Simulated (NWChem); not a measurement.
## Ionisation of H7Si3

```
Si
H 1 1.4978
Si 1 2.3462 2 112.42
H 3 1.4928 1 109.04 2 175.78
H 3 1.4930 4 108.99 1 119.83
H 3 1.4965 4 108.38 5 117.70
Si 1 2.3462 2 112.42 3 -135.62
H 7 1.4928 1 109.04 2 -175.78
H 7 1.4930 8 108.99 1 -119.83
H 7 1.4965 8 108.38 9 -117.70
```
Charge 0, spin multiplicity 2.

The numbers come from NWChem runs, not from measurements. The geometry was optimised at UB3LYP/def2-SVP, a minimum by its harmonic frequencies.

Basis set: def2-TZVP. The species with one electron less has spin multiplicity 1 and keeps the geometry of the parent. Δ marks differences of total energies (open shells unrestricted). −ε marks an orbital energy of the parent. That orbital need not have the symmetry of the hole or added electron in the Δ rows. That singlet is a closed-shell solution.

B3LYP has NWChem's definition, with VWN1-RPA local correlation. The structure started from a generated list of species. The unpaired electrons of the parent sit in orbitals of symmetry a' (Cs labels of the run); other states weren't searched. The stability of the SCF solutions was not checked. Open-shell Hartree-Fock references start from PBE0 orbitals.

One of these methods gave a first vertical ionisation energy of 5.87 eV. Which?
A) −ε(alpha HOMO) of B3LYP
B) −ε(alpha HOMO) of PBE
C) −ε(alpha HOMO) of HF
D) ΔB3LYP

A, −ε(alpha HOMO) of B3LYP. The others give 5.17 (−ε(alpha HOMO) of PBE), 7.98 (ΔB3LYP), 8.65 (−ε(alpha HOMO) of HF).
